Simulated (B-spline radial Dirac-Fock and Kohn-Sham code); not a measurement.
## The K-LL Auger spectrum of Rb⁵⁺

System: the Rb⁵⁺ ion, configuration [Ar] 3d10 4s2 4p2.

Input of the calculation (task.json; shells as n, l, electrons):

```json
{"items": [{
  "Z": 37,
  "q": 5,
  "cfg": [[1, 0, 2], [2, 0, 2], [2, 1, 6], [3, 0, 2], [3, 1, 6], [3, 2, 10], [4, 0, 2], [4, 1, 2]],
  "A": 85,
  "rrms": 4.2036,
  "do": ["binding", "quiet", "double"]
}]}
```

Launch: `python xray_run.py task.json out`

Level of theory: relaxed Dirac-Fock hole states (ΔSCF) with Breit and QED corrections and a finite nucleus; a radial atomic solver. The two-hole levels come from diagonalising the Coulomb interaction among the jj configurations; intensities are independent-particle Coulomb rates. Kinetic energies are from the vacuum level. The model has no electron correlation. Open outer shells are spectators and are not coupled to the holes. Labels follow the leading weight; the literature often keeps the label of the LS limit.

```
kinetic energy (eV)  J  leading jj holes (weight)  leading LS term (weight)  intensity (%)
            10876.5  0                L1L1 (0.99)                ¹S0 (0.99)            6.9
            11077.6  1                L1L2 (0.81)                ¹P1 (0.77)           17.3
            11109.1  0                L1L2 (1.00)                ³P0 (1.00)            0.8
            11145.3  1                L1L3 (0.81)                ³P1 (0.77)            5.9
            11170.1  2                L1L3 (1.00)                ³P2 (1.00)            2.8
            11273.3  0                L2L2 (0.97)                ³P0 (0.50)            3.4
            11338.2  2                L2L3 (0.98)                ¹D2 (0.78)           47.8
            11351.5  1                L2L3 (1.00)                ³P1 (1.00)            0.0
            11388.6  0                L3L3 (0.97)                ³P0 (0.50)            2.8
            11407.7  2                L3L3 (0.98)                ³P2 (0.78)           12.4
```

The strongest line, by its leading LS label ¹D2, lies at 11338.2 eV. The mean weight of the leading component is 0.95 in jj and 0.81 in LS coupling, so jj labels describe these levels better.

Run: 37 s of CPU time on 1 thread of Neoverse-V1 (shared host), peak memory 0.42 GiB.
